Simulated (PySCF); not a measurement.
**Silicon: a sound run and one with changed settings**

Sound run: Si⁺ [Ne] 3s2 3p1, Si²⁺ [Ne] 3s2. Computed with PySCF 2.14 in def2-SVP (4s3p1d, 18 functions), with the non-relativistic Hamiltonian (point nucleus). The sound run starts from symmetry-adapted Hartree-Fock orbitals and uses a fine grid where one is needed.

A second run was set up differently.

| species | method | sound run (hartree) | changed run (hartree) | converged |
| --- | --- | --- | --- | --- |
| Si⁺ | UHF | -288.47217 | -288.47217 | yes |
| Si⁺ | B3LYP | -288.99596 | -289.01886 | yes |
| Si⁺ | PBE0 | -288.85012 | -288.87863 | yes |
| Si²⁺ | UHF | -287.89144 | -287.89144 | yes |
| Si²⁺ | B3LYP | -288.39267 | -288.39267 | yes |
| Si²⁺ | PBE0 | -288.24643 | -288.24643 | yes |

Ionisation energy of Si⁺:

```csv
method,sound run (eV),changed run (eV)
UHF,15.803,15.803
B3LYP,16.416,17.039
PBE0,16.427,17.203
```

(1) What was changed?
A. too few SCF iterations
B. all electrons correlated in a valence basis
C. minimal basis
D. angular grid far too coarse

Answers

(1) D. It used 6 angular points. A coarse angular grid integrates products of high-l functions wrongly, so density functionals can shift, and the SCF can exploit the error; Hartree-Fock and MP2 need no grid.
